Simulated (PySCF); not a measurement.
Atoms are numbered as in `[O:1]=[C:2]1[CH2:3][CH2:4][C:5](=[O:6])[O:7]1`. Hydrogens are named by the atom that carries them.

PySCF 2.14.0 with density-fitted response routines calculation with σ from GIAO-PBE0/pcSseg-1, spin–spin couplings from B3LYP/pcJ-1 (without the spin–dipole term) and coordinates at the PBE0-D3(BJ)/def2-SVP level; non-relativistic Hamiltonian, equivalent nuclei averaged, no solvent, one conformer.

**Question.** List the cross peaks expected in HSQC, COSY and HMBC spectra.

**Answer.** 

HSQC (one-bond C–H):
```
                δH            δC  ¹J(C,H) (Hz)
2.59 (H(C3)/H(C4))  28.9 (C3/C4)           142
```

HMBC (two and three bonds, |J| ≥ 2.5 Hz):
```
                δH    δC [abs. J in Hz]
2.59 (H(C3)/H(C4))  173.8 (C2/C5) [6.9]
```

No COSY cross peaks are expected.

δ = σ(ref) − σ, references computed at the same level: ¹H (σref 31.27), ¹³C (σref 184.41) vs TMS.

Shifts are as computed. Against solution values, carbons near 30 ppm lie about +2 ppm off and those near 130 ppm about +5 ppm. Of 1211 compounds with measured shifts, 218 miss one by over three times the rms of a fit or turn the order of signals round; such compounds aren't used in these exercises.
